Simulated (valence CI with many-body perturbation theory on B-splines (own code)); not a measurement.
Values are calculated unless marked as measured or tabulated.
## W XLIV: input, log and results

Method: relativistic CI+MBPT: three valence electrons over a frozen Dirac-Fock core [Ar] 3d10, radial functions for each j: 11 s, 11 p, 10 d, 8 f, 5 g, 2 h, with the one-electron correlation potential Σ1 (screened to all orders), the two-electron term Σ2, the three-electron term Σ3, Breit, model QED; selected single and double excitations, second order for the rest, scaled by the run's own slope (own B-spline code, finite nucleus).

Command, and the settings that its task file holds:

```sh
python run_cv.py task.json out
```

```
atom W  Z=74  mass_number=184  rms_radius_fm=5.3658
core [Ar] 3d10
valence 4s2 4p1
avg = 1
basis = M
breit = 1
cap = 32000
capref = 2000
cscale = 1
de = 0.0
dress = 0
eps = 2e-08
extrap = 1
h = 0.27
hh = 1
l2 = 3
lcore = 6
maxit = 60
n2 = 5
natural = 1
nlev = 150
nno = [5, 5, 5, 4, 2, 1]
nroot = 36
nsp = [6, 6, 5, 4, 3, 1]
pt2 = 1
qed = 1
rpa = 1
s1 = 1
s2 = 1
s3 = 1
screen = 1
tol = 2e-05
whole = 1
```

Task: Roughly how long does this run take on one core of Arm Neoverse V1, and how much memory?

Result: 110 s on 1 thread of Arm Neoverse V1, with other jobs on the host, peak memory 0.84 GiB.

Log. The first blocks belong to the next ion, which gives the ionisation energy. Fields: 2J, parity (1 odd), roots, reference size, generating configurations, candidates as configurations/state functions, variational space P, stored matrix elements, Davidson steps; e2 is the range of second-order energies in hartree. The first line gives the box (bohr), its intervals, the orbitals and the steps of their self-consistent field. Window is the range of levels sought, series limit the energy at which the first omitted orbital would enter, core excitation an estimate of the first excitation out of the core, left out the lowest levels not solved, and shifts from estimates the range by which levels moved from their first estimate, all in cm⁻¹.

```
rmax 5.3 intervals 59 orbitals 83 references ['4s2 4p', '4s 4p2', '4s2 4d', '4p3', '4s 4p 4d'] scf 3 t 1.2
2J=0 par=0 roots 2 ref 18 generators 4 cand 398/398 P 392/392 nnz 0 it 0
2J=0 par=0 roots 2 ref 18 generators 4 cand 24/24 P 407/407 nnz 0 it 0
   second order: generators 8 cand 9/9 e2 -0.00000 -0.00000
reference levels 1211, estimated 462, window 6396864 1/cm; series limit 13457402, core excitation 13043946
2J=1 par=1 roots 17 ref 79 generators 23 cand 6629/10574 P 4284/6400 nnz 4.8e+06 it 5
2J=1 par=1 roots 17 ref 79 generators 26 cand 5046/8220 P 7019/10872 nnz 1.3e+07 it 5
   second order: generators 36 cand 6023/9525 e2 -0.00001 -0.00000
2J=1 par=0 roots 13 ref 78 generators 26 cand 9166/14258 P 4313/6400 nnz 4.8e+06 it 5
2J=1 par=0 roots 13 ref 78 generators 30 cand 6702/10526 P 6206/9516 nnz 1e+07 it 5
   second order: generators 35 cand 7031/11059 e2 -0.00002 -0.00000
2J=3 par=1 roots 29 ref 131 generators 25 cand 8538/19745 P 3177/6400 nnz 5.2e+06 it 5
2J=3 par=1 roots 29 ref 131 generators 35 cand 8222/19641 P 8697/19558 nnz 4e+07 it 8
   second order: generators 47 cand 6346/15398 e2 -0.00001 -0.00000
2J=3 par=0 roots 21 ref 129 generators 27 cand 8231/18969 P 3123/6398 nnz 5.3e+06 it 5
2J=3 par=0 roots 21 ref 129 generators 30 cand 7090/16759 P 7526/16625 nnz 3e+07 it 7
   second order: generators 39 cand 5176/12786 e2 -0.00002 -0.00000
2J=5 par=0 roots 23 ref 141 generators 24 cand 9000/23916 P 2810/6399 nnz 5.4e+06 it 4
2J=5 par=0 roots 23 ref 141 generators 30 cand 7966/21857 P 8187/20825 nnz 4.5e+07 it 6
   second order: generators 41 cand 5381/16014 e2 -0.00002 -0.00000
2J=5 par=1 roots 31 ref 140 generators 23 cand 9289/24759 P 2821/6397 nnz 5.2e+06 it 5
2J=5 par=1 roots 31 ref 140 generators 34 cand 9298/25879 P 9073/23614 nnz 5.8e+07 it 8
   second order: generators 48 cand 4452/13187 e2 -0.00001 -0.00000
2J=7 par=1 roots 25 ref 119 generators 19 cand 9156/25386 P 2807/6400 nnz 5.2e+06 it 5
2J=7 par=1 roots 25 ref 119 generators 31 cand 10385/31724 P 8509/22970 nnz 5.6e+07 it 8
   second order: generators 42 cand 4683/15154 e2 -0.00001 -0.00000
2J=9 par=1 roots 16 ref 77 generators 14 cand 7930/21595 P 3049/6399 nnz 5.1e+06 it 5
2J=9 par=1 roots 16 ref 77 generators 27 cand 8947/27840 P 7428/19154 nnz 4.1e+07 it 7
   second order: generators 36 cand 4568/15085 e2 -0.00001 -0.00000
2J=7 par=0 roots 16 ref 114 generators 19 cand 8955/24732 P 2844/6400 nnz 5.3e+06 it 5
...
2J=11 par=0 roots 2 ref 39 generators 9 cand 4883/13429 P 3481/7416 nnz 6.8e+06 it 4
   second order: generators 14 cand 5361/15839 e2 -0.00004 -0.00002
2J=11 par=1 roots 7 ref 41 generators 8 cand 6087/15776 P 3065/6400 nnz 5.9e+06 it 5
2J=11 par=1 roots 7 ref 41 generators 17 cand 7104/20946 P 5004/11868 nnz 1.9e+07 it 7
   second order: generators 23 cand 5165/15478 e2 -0.00002 -0.00001
2J=13 par=1 roots 2 ref 14 generators 6 cand 4178/9845 P 1867/3783 nnz 2.5e+06 it 4
2J=13 par=1 roots 2 ref 14 generators 7 cand 4944/12696 P 2919/6388 nnz 6.6e+06 it 4
   second order: generators 15 cand 5008/13123 e2 -0.00003 -0.00001
left out: unestimated 9285827, estimated 6763736, shifts from estimates -4 to 31
operators 3.3
```

The Davidson iterations converged.

The last digits are not significant, and no measured levels were compared; by estimate large intervals hold to a few tenths of a per cent, small ones and those within an open d or f shell to about a per cent.

```
Valence energy                            : -256.4155 hartree
Ionisation energy                         : 2207.6 eV (NIST: 2210 ± 1.5 eV (semi-empirical))
Reference configurations for the orbitals : 4s2 4p, 4s 4p2, 4s2 4d, 4p3, 4s 4p 4d
Radial orbitals                           : 83
Box radius                                : 5.272 bohr
Largest variational space                 : 23614
Lowest levels                             : (4s^2 4p1/2) J=1/2 0.00, (4s 4p1/2^2) J=1/2 96.76, (4s^2 4p3/2) J=3/2 98.19, (4s 4p1/2 4p3/2) J=3/2 [a] 181.82, (4s 4p1/2 4p3/2) J=5/2 190.19, (4s 4p1/2 4p3/2) J=3/2 [b] 202.07, (4s 4p1/2 4p3/2) J=1/2 204.59, (4s^2 4d3/2) J=3/2 258.87, (4s^2 4d5/2) J=5/2 273.66, (4s 4p3/2^2) J=5/2 291.06, (4p1/2^2 4p3/2) J=3/2 299.16, (4s 4p3/2^2) J=1/2 302.75, (4s 4p3/2^2) J=3/2 306.42, (4s 4p1/2 4d3/2) J=3/2 [a] 335.13 eV
```

Levels are named by their leading jj configuration (3d3/2^4 stands for four electrons in 3d with j = 3/2), which in mixed levels can hold well under half, so a name can repeat and another be missing. Letters in brackets count levels of one name in rising energy.
